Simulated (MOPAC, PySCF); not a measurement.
[Zn(H)2], neutral singlet in the gas phase. 

Cartesian coordinates (Å):
```xyz
3

Zn     0.0000     0.0000     0.0000
H      0.2473    -1.1477     1.0129
H     -0.2473     1.1477    -1.0129
```
Charge 0, spin multiplicity 1.

All levels are single points at this geometry (PBE-D3(BJ)/def2-SVP); Pople sets use spherical d functions. Orbital energies aren't observables, and empty levels follow the basis.

B3LYP/6-311+G** (LANL2DZ on Zn) in PySCF gives gap (eV) = 6.66.

Task: Estimate the gap (eV) from each of these levels: TPSSh-D3(BJ)/def2-TZVP in PySCF; B3LYP/LANL2DZ in PySCF; SVWN5/6-31G* (LANL2DZ on Zn) in PySCF; HF/3-21G in PySCF; AM1 in MOPAC.

Result: 
| level | gap (eV) |
|---|---|
| TPSSh-D3(BJ)/def2-TZVP in PySCF | 6.56 |
| B3LYP/LANL2DZ in PySCF | 6.68 |
| SVWN5/6-31G* (LANL2DZ on Zn) in PySCF | 5.23 |
| HF/3-21G in PySCF | 12.02 |
| AM1 in MOPAC | 13.03 |
